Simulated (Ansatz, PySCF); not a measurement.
Breaking a bond: Ge(OH)4, H4GeO4, SMILES [OH][Ge]([OH])([OH])[OH]. The O1–H9 bond (O1 also carries Ge; H9 carries nothing else) is varied alone, starting from the PBE0/def2-TZVP optimised geometry.

UKS-PBE0 = Ansatz (a first-principles code) with unrestricted PBE0/cc-pVDZ; RKS-PBE0 = restricted PBE0/cc-pVDZ run with Ansatz; UKS-B3LYP = unrestricted B3LYP/cc-pVDZ in Ansatz; RKS-B3LYP = restricted B3LYP/cc-pVDZ run with Ansatz; UKS-PBE = unrestricted PBE/cc-pVDZ run with Ansatz; RKS-PBE = Ansatz with restricted PBE/cc-pVDZ; UKS-B3LYP/6-31G* = unrestricted B3LYP/6-31G*, spherical d (PySCF); RKS-B3LYP/6-31G* = restricted B3LYP/6-31G*, spherical d in PySCF 2.14.0; UKS-BP86/6-31G* = unrestricted BP86/6-31G*, spherical d (PySCF 2.14.0); RKS-BP86/6-31G* = restricted BP86/6-31G*, spherical d in PySCF 2.14.0.

Scanned distances (Å): 0.80, 0.84, 0.90, 0.93, 0.96, 1.00, 1.04, 1.08, 1.16, 1.25, 1.41, 1.56, 1.77, 2.02, 2.33, 2.79.

Where does the unrestricted solution first break spin symmetry (<S²> of 0.01 or more)?

UKS-PBE0: between 1.56 and 1.77 Å; UKS-B3LYP: between 1.56 and 1.77 Å; UKS-PBE: between 1.77 and 2.02 Å; UKS-B3LYP/6-31G*: between 1.56 and 1.77 Å; UKS-BP86/6-31G*: between 1.77 and 2.02 Å.

```json
[
 {"R / Å": "0.80", "<S²> UKS-PBE0": "0.00", "E(RKS-PBE0) − E(UKS-PBE0) / mEh": "0.0", "<S²> UKS-B3LYP": "0.00", "E(RKS-B3LYP) − E(UKS-B3LYP) / mEh": "0.0", "<S²> UKS-PBE": "0.00", "E(RKS-PBE) − E(UKS-PBE) / mEh": "0.0", "<S²> UKS-B3LYP/6-31G*": "0.00", "E(RKS-B3LYP/6-31G*) − E(UKS-B3LYP/6-31G*) / mEh": "0.0", "<S²> UKS-BP86/6-31G*": "0.00", "E(RKS-BP86/6-31G*) − E(UKS-BP86/6-31G*) / mEh": "0.0"},
 {"R / Å": "0.84", "<S²> UKS-PBE0": "0.00", "E(RKS-PBE0) − E(UKS-PBE0) / mEh": "0.0", "<S²> UKS-B3LYP": "0.00", "E(RKS-B3LYP) − E(UKS-B3LYP) / mEh": "0.0", "<S²> UKS-PBE": "0.00", "E(RKS-PBE) − E(UKS-PBE) / mEh": "0.0", "<S²> UKS-B3LYP/6-31G*": "0.00", "E(RKS-B3LYP/6-31G*) − E(UKS-B3LYP/6-31G*) / mEh": "0.0", "<S²> UKS-BP86/6-31G*": "0.00", "E(RKS-BP86/6-31G*) − E(UKS-BP86/6-31G*) / mEh": "0.0"},
 {"R / Å": "0.90", "<S²> UKS-PBE0": "0.00", "E(RKS-PBE0) − E(UKS-PBE0) / mEh": "0.0", "<S²> UKS-B3LYP": "0.00", "E(RKS-B3LYP) − E(UKS-B3LYP) / mEh": "0.0", "<S²> UKS-PBE": "0.00", "E(RKS-PBE) − E(UKS-PBE) / mEh": "0.0", "<S²> UKS-B3LYP/6-31G*": "0.00", "E(RKS-B3LYP/6-31G*) − E(UKS-B3LYP/6-31G*) / mEh": "0.0", "<S²> UKS-BP86/6-31G*": "0.00", "E(RKS-BP86/6-31G*) − E(UKS-BP86/6-31G*) / mEh": "0.0"},
 {"R / Å": "0.93", "<S²> UKS-PBE0": "0.00", "E(RKS-PBE0) − E(UKS-PBE0) / mEh": "0.0", "<S²> UKS-B3LYP": "0.00", "E(RKS-B3LYP) − E(UKS-B3LYP) / mEh": "0.0", "<S²> UKS-PBE": "0.00", "E(RKS-PBE) − E(UKS-PBE) / mEh": "0.0", "<S²> UKS-B3LYP/6-31G*": "0.00", "E(RKS-B3LYP/6-31G*) − E(UKS-B3LYP/6-31G*) / mEh": "0.0", "<S²> UKS-BP86/6-31G*": "0.00", "E(RKS-BP86/6-31G*) − E(UKS-BP86/6-31G*) / mEh": "0.0"},
 {"R / Å": "0.96", "<S²> UKS-PBE0": "0.00", "E(RKS-PBE0) − E(UKS-PBE0) / mEh": "0.0", "<S²> UKS-B3LYP": "0.00", "E(RKS-B3LYP) − E(UKS-B3LYP) / mEh": "0.0", "<S²> UKS-PBE": "0.00", "E(RKS-PBE) − E(UKS-PBE) / mEh": "0.0", "<S²> UKS-B3LYP/6-31G*": "0.00", "E(RKS-B3LYP/6-31G*) − E(UKS-B3LYP/6-31G*) / mEh": "0.0", "<S²> UKS-BP86/6-31G*": "0.00", "E(RKS-BP86/6-31G*) − E(UKS-BP86/6-31G*) / mEh": "0.0"},
 {"R / Å": "1.00", "<S²> UKS-PBE0": "0.00", "E(RKS-PBE0) − E(UKS-PBE0) / mEh": "0.0", "<S²> UKS-B3LYP": "0.00", "E(RKS-B3LYP) − E(UKS-B3LYP) / mEh": "0.0", "<S²> UKS-PBE": "0.00", "E(RKS-PBE) − E(UKS-PBE) / mEh": "0.0", "<S²> UKS-B3LYP/6-31G*": "0.00", "E(RKS-B3LYP/6-31G*) − E(UKS-B3LYP/6-31G*) / mEh": "0.0", "<S²> UKS-BP86/6-31G*": "0.00", "E(RKS-BP86/6-31G*) − E(UKS-BP86/6-31G*) / mEh": "0.0"},
 {"R / Å": "1.04", "<S²> UKS-PBE0": "0.00", "E(RKS-PBE0) − E(UKS-PBE0) / mEh": "0.0", "<S²> UKS-B3LYP": "0.00", "E(RKS-B3LYP) − E(UKS-B3LYP) / mEh": "0.0", "<S²> UKS-PBE": "0.00", "E(RKS-PBE) − E(UKS-PBE) / mEh": "0.0", "<S²> UKS-B3LYP/6-31G*": "0.00", "E(RKS-B3LYP/6-31G*) − E(UKS-B3LYP/6-31G*) / mEh": "0.0", "<S²> UKS-BP86/6-31G*": "0.00", "E(RKS-BP86/6-31G*) − E(UKS-BP86/6-31G*) / mEh": "0.0"},
 {"R / Å": "1.08", "<S²> UKS-PBE0": "0.00", "E(RKS-PBE0) − E(UKS-PBE0) / mEh": "0.0", "<S²> UKS-B3LYP": "0.00", "E(RKS-B3LYP) − E(UKS-B3LYP) / mEh": "0.0", "<S²> UKS-PBE": "0.00", "E(RKS-PBE) − E(UKS-PBE) / mEh": "0.0", "<S²> UKS-B3LYP/6-31G*": "0.00", "E(RKS-B3LYP/6-31G*) − E(UKS-B3LYP/6-31G*) / mEh": "0.0", "<S²> UKS-BP86/6-31G*": "0.00", "E(RKS-BP86/6-31G*) − E(UKS-BP86/6-31G*) / mEh": "0.0"},
 {"R / Å": "1.16", "<S²> UKS-PBE0": "0.00", "E(RKS-PBE0) − E(UKS-PBE0) / mEh": "0.0", "<S²> UKS-B3LYP": "0.00", "E(RKS-B3LYP) − E(UKS-B3LYP) / mEh": "0.0", "<S²> UKS-PBE": "0.00", "E(RKS-PBE) − E(UKS-PBE) / mEh": "0.0", "<S²> UKS-B3LYP/6-31G*": "0.00", "E(RKS-B3LYP/6-31G*) − E(UKS-B3LYP/6-31G*) / mEh": "0.0", "<S²> UKS-BP86/6-31G*": "0.00", "E(RKS-BP86/6-31G*) − E(UKS-BP86/6-31G*) / mEh": "0.0"},
 {"R / Å": "1.25", "<S²> UKS-PBE0": "0.00", "E(RKS-PBE0) − E(UKS-PBE0) / mEh": "0.0", "<S²> UKS-B3LYP": "0.00", "E(RKS-B3LYP) − E(UKS-B3LYP) / mEh": "0.0", "<S²> UKS-PBE": "0.00", "E(RKS-PBE) − E(UKS-PBE) / mEh": "0.0", "<S²> UKS-B3LYP/6-31G*": "0.00", "E(RKS-B3LYP/6-31G*) − E(UKS-B3LYP/6-31G*) / mEh": "0.0", "<S²> UKS-BP86/6-31G*": "0.00", "E(RKS-BP86/6-31G*) − E(UKS-BP86/6-31G*) / mEh": "0.0"},
 {"R / Å": "1.41", "<S²> UKS-PBE0": "0.00", "E(RKS-PBE0) − E(UKS-PBE0) / mEh": "0.0", "<S²> UKS-B3LYP": "0.00", "E(RKS-B3LYP) − E(UKS-B3LYP) / mEh": "0.0", "<S²> UKS-PBE": "0.00", "E(RKS-PBE) − E(UKS-PBE) / mEh": "0.0", "<S²> UKS-B3LYP/6-31G*": "0.00", "E(RKS-B3LYP/6-31G*) − E(UKS-B3LYP/6-31G*) / mEh": "0.0", "<S²> UKS-BP86/6-31G*": "0.00", "E(RKS-BP86/6-31G*) − E(UKS-BP86/6-31G*) / mEh": "0.0"},
 {"R / Å": "1.56", "<S²> UKS-PBE0": "0.00", "E(RKS-PBE0) − E(UKS-PBE0) / mEh": "0.0", "<S²> UKS-B3LYP": "0.00", "E(RKS-B3LYP) − E(UKS-B3LYP) / mEh": "0.0", "<S²> UKS-PBE": "0.00", "E(RKS-PBE) − E(UKS-PBE) / mEh": "0.0", "<S²> UKS-B3LYP/6-31G*": "0.00", "E(RKS-B3LYP/6-31G*) − E(UKS-B3LYP/6-31G*) / mEh": "0.0", "<S²> UKS-BP86/6-31G*": "0.00", "E(RKS-BP86/6-31G*) − E(UKS-BP86/6-31G*) / mEh": "0.0"},
 {"R / Å": "1.77", "<S²> UKS-PBE0": "0.32", "E(RKS-PBE0) − E(UKS-PBE0) / mEh": "3.2", "<S²> UKS-B3LYP": "0.23", "E(RKS-B3LYP) − E(UKS-B3LYP) / mEh": "1.8", "<S²> UKS-PBE": "0.00", "E(RKS-PBE) − E(UKS-PBE) / mEh": "0.0", "<S²> UKS-B3LYP/6-31G*": "0.22", "E(RKS-B3LYP/6-31G*) − E(UKS-B3LYP/6-31G*) / mEh": "1.8", "<S²> UKS-BP86/6-31G*": "0.00", "E(RKS-BP86/6-31G*) − E(UKS-BP86/6-31G*) / mEh": "0.0"},
 {"R / Å": "2.02", "<S²> UKS-PBE0": "0.68", "E(RKS-PBE0) − E(UKS-PBE0) / mEh": "19.7", "<S²> UKS-B3LYP": "0.61", "E(RKS-B3LYP) − E(UKS-B3LYP) / mEh": "14.4", "<S²> UKS-PBE": "0.48", "E(RKS-PBE) − E(UKS-PBE) / mEh": "5.5", "<S²> UKS-B3LYP/6-31G*": "0.60", "E(RKS-B3LYP/6-31G*) − E(UKS-B3LYP/6-31G*) / mEh": "14.3", "<S²> UKS-BP86/6-31G*": "0.40", "E(RKS-BP86/6-31G*) − E(UKS-BP86/6-31G*) / mEh": "3.7"},
 {"R / Å": "2.33", "<S²> UKS-PBE0": "0.87", "E(RKS-PBE0) − E(UKS-PBE0) / mEh": "43.5", "<S²> UKS-B3LYP": "0.83", "E(RKS-B3LYP) − E(UKS-B3LYP) / mEh": "34.5", "<S²> UKS-PBE": "0.77", "E(RKS-PBE) − E(UKS-PBE) / mEh": "20.0", "<S²> UKS-B3LYP/6-31G*": "0.83", "E(RKS-B3LYP/6-31G*) − E(UKS-B3LYP/6-31G*) / mEh": "34.3", "<S²> UKS-BP86/6-31G*": "0.73", "E(RKS-BP86/6-31G*) − E(UKS-BP86/6-31G*) / mEh": "16.2"},
 {"R / Å": "2.79", "<S²> UKS-PBE0": "0.97", "E(RKS-PBE0) − E(UKS-PBE0) / mEh": "71.4", "<S²> UKS-B3LYP": "0.96", "E(RKS-B3LYP) − E(UKS-B3LYP) / mEh": "58.9", "<S²> UKS-PBE": "0.92", "E(RKS-PBE) − E(UKS-PBE) / mEh": "38.1", "<S²> UKS-B3LYP/6-31G*": "0.95", "E(RKS-B3LYP/6-31G*) − E(UKS-B3LYP/6-31G*) / mEh": "58.6", "<S²> UKS-BP86/6-31G*": "0.90", "E(RKS-BP86/6-31G*) − E(UKS-BP86/6-31G*) / mEh": "32.9"}
]
```
